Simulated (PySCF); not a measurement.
Problem. What does the GFN2-xTB structure of `CC(F)(F)[C@H](C#[O+])F` look like in three dimensions? (Charge +1.)

Solution. 
Z-matrix in Å and degrees, rows numbered from 1:
```
C 
C   1  1.4978
F   2  1.3390  1  114.00
F   2  1.3343  1  113.27  3  -122.84
C   2  1.6614  1  110.33  3   117.14
F   5  1.3488  2  108.90  1    47.62
C   5  1.4126  2  108.91  1   171.10
O   7  1.1128  5  173.83  2     5.01
H   1  1.0883  2  111.05  3  -176.41
H   1  1.0935  2  107.18  3    65.57
H   1  1.0872  2  111.32  3   -53.08
H   5  1.1103  2  106.37  1   -69.90
```

The C–C distances run from 1.413 Å (C5–C7, drawn single) to 1.661 Å (C2–C5, drawn single), a spread of 0.248 Å. Of the pairs four or more bonds apart, F6···H9 is among the closest relative to their van der Waals radii: 2.52 Å, 94 % of the sum of Bondi's values.

Structure optimised with GFN2-xTB, isolated species.

Point group: C1 (no symmetry element, even within 0.4 Å). Whether it is a minimum is left open (no frequencies). Torsions: C1–C2–C5–F6 48°.

One conformer stands for the species.

The numbers are calculated, not measured.
